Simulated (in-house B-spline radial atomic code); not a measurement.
Sc³⁺. Computed with a B-spline radial atomic code. Model: all-electron spherical atom, spin shells full or empty, radial basis limit, no spin-orbit coupling: exact exchange with a local potential (Slater, KLI or optimised effective potential, whose far tail is KLI's), no correlation.

Exchange potential has not reached -1/r at the last radius.

The run also made RPA and GW results, which its time includes.

The Slater potential averages the orbital exchange potentials with the orbital densities as weights, KLI adds orbital constants, and the optimised effective potential minimises the exact-exchange energy among local potentials. So their energies lie above Hartree-Fock in the order OEP, KLI, Slater. All fall off as −1/r, unlike LDA and GGA exchange.

Command:
```bash
python run_gw.py task.json out
```
Settings (lengths in bohr, energies in hartree):
```
Z                      21
electrons              18
configuration          [Ne] 3s2 3p6
hamiltonian            nr
method                 kli
lmax                   9
spin_polarised         False
box_radius             14.14
intervals              69
```

Run time, properties included: 3 s on 1 thread of Arm Neoverse N1 (shared host).

Given: hamiltonian non-relativistic; mean-field start exchange-only KLI.

Computed: energy above Hartree-Fock 7.6485 millihartree; virial ratio -E/T less 1 2e-05.

```json
{"radius (bohr)": "0.00238", "r times exchange potential (hartree bohr)": "-0.039922"}
{"radius (bohr)": "0.0029", "r times exchange potential (hartree bohr)": "-0.048597"}
{"radius (bohr)": "0.00353", "r times exchange potential (hartree bohr)": "-0.059071"}
{"radius (bohr)": "0.00429", "r times exchange potential (hartree bohr)": "-0.071646"}
{"radius (bohr)": "0.00523", "r times exchange potential (hartree bohr)": "-0.087086"}
{"radius (bohr)": "0.00636", "r times exchange potential (hartree bohr)": "-0.10546"}
{"radius (bohr)": "0.00774", "r times exchange potential (hartree bohr)": "-0.12758"}
{"radius (bohr)": "0.00943", "r times exchange potential (hartree bohr)": "-0.15411"}
{"radius (bohr)": "0.0115", "r times exchange potential (hartree bohr)": "-0.18565"}
{"radius (bohr)": "0.014", "r times exchange potential (hartree bohr)": "-0.22221"}
{"radius (bohr)": "0.017", "r times exchange potential (hartree bohr)": "?"}
{"radius (bohr)": "0.0207", "r times exchange potential (hartree bohr)": "-0.31085"}
{"radius (bohr)": "0.0252", "r times exchange potential (hartree bohr)": "-0.36221"}
{"radius (bohr)": "0.0307", "r times exchange potential (hartree bohr)": "-0.41596"}
{"radius (bohr)": "0.0373", "r times exchange potential (hartree bohr)": "-0.46787"}
{"radius (bohr)": "0.0454", "r times exchange potential (hartree bohr)": "-0.51439"}
{"radius (bohr)": "0.0553", "r times exchange potential (hartree bohr)": "-0.54932"}
{"radius (bohr)": "0.0673", "r times exchange potential (hartree bohr)": "-0.56681"}
{"radius (bohr)": "0.0819", "r times exchange potential (hartree bohr)": "-0.56618"}
{"radius (bohr)": "0.0997", "r times exchange potential (hartree bohr)": "-0.56143"}
{"radius (bohr)": "0.121", "r times exchange potential (hartree bohr)": "-0.58878"}
{"radius (bohr)": "0.148", "r times exchange potential (hartree bohr)": "-0.68105"}
{"radius (bohr)": "0.18", "r times exchange potential (hartree bohr)": "-0.81186"}
{"radius (bohr)": "0.219", "r times exchange potential (hartree bohr)": "-0.94089"}
{"radius (bohr)": "0.267", "r times exchange potential (hartree bohr)": "-1.0353"}
{"radius (bohr)": "0.324", "r times exchange potential (hartree bohr)": "-1.0659"}
{"radius (bohr)": "0.395", "r times exchange potential (hartree bohr)": "-1.013"}
{"radius (bohr)": "0.481", "r times exchange potential (hartree bohr)": "-0.87709"}
{"radius (bohr)": "0.585", "r times exchange potential (hartree bohr)": "-0.79772"}
{"radius (bohr)": "0.712", "r times exchange potential (hartree bohr)": "?"}
{"radius (bohr)": "0.867", "r times exchange potential (hartree bohr)": "-1.1691"}
{"radius (bohr)": "1.06", "r times exchange potential (hartree bohr)": "-1.3165"}
{"radius (bohr)": "1.28", "r times exchange potential (hartree bohr)": "-1.3718"}
{"radius (bohr)": "1.56", "r times exchange potential (hartree bohr)": "-1.3525"}
{"radius (bohr)": "1.9", "r times exchange potential (hartree bohr)": "-1.2849"}
{"radius (bohr)": "2.32", "r times exchange potential (hartree bohr)": "-1.204"}
{"radius (bohr)": "2.82", "r times exchange potential (hartree bohr)": "-1.1358"}
```

Problem. What belongs in the row 0.017?

Solution. r times exchange potential (hartree bohr): -0.26365.

Problem. What belongs in the row 0.712?

Solution. r times exchange potential (hartree bohr): -0.95607.

| occupied | level (hartree) | Hartree-Fock level (hartree) |
| --- | --- | --- |
| 1s | -162.25 | -167.09 |
| 2s | ? | ? |
| 2p | -15.984 | -16.884 |
| 3s | -3.4807 | -3.714 |
| 3p | -2.7013 | -2.7046 |

Problem. What belongs in the row 2s?

Solution. level (hartree): -18.988; Hartree-Fock level (hartree): -20.297.

```
empty  level (hartree)
   3d          -1.5197
   4s                ?
   4p         -0.99156
   4d         -0.69779
```

Problem. What belongs in the row 4s?

Solution. level (hartree): -1.1936.

The highest level, 3p, differs from Hartree-Fock by +0.088 eV and the deepest, 1s, by +132 eV: a local potential can match the highest level but can't give each shell its own exchange.
